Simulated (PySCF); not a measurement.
**How methods differ on the ionisation energy of Cd³⁰⁺**

Cd³⁰⁺ [Ar] (1S) → Cd³¹⁺ [Ne] 3s2 3p5 (2P), as a difference of total energies. Calculation: PySCF 2.14, in an uncontracted even-tempered set (18 s from 4.4 bohr⁻², ratio 2.5; 12 p from 5.7 bohr⁻², ratio 2.5; 5 d from 27 bohr⁻², ratio 2.7; 4 f from 41 bohr⁻², ratio 2.7); scalar relativity by spin-free X2C-1e. Correlated levels: outer shells: 1s2 frozen; virtual orbitals above 40 to 60 times the deepest correlated orbital energy dropped. The calculations carry no spin-orbit coupling.

```csv
method,ionisation energy (eV)
UHF,1868.2
LDA,1869.5
PBE,1869.6
PBE0,1869.8
r2SCAN,1870.4
M06,1870.4
r2SCANh,1870.4
MP2 (outer shells),1869.2
SCS-MP2 (outer shells),1869.0
```

A first-order spin-orbit estimate (lowest level to lowest level, LS coupling) adds -14.169 eV.

Breit and QED terms and the two-electron picture change are absent.

For comparison: 1852 ± 5 eV (semi-empirical (NIST evaluation); NIST Atomic Spectra Database, ionization energies).
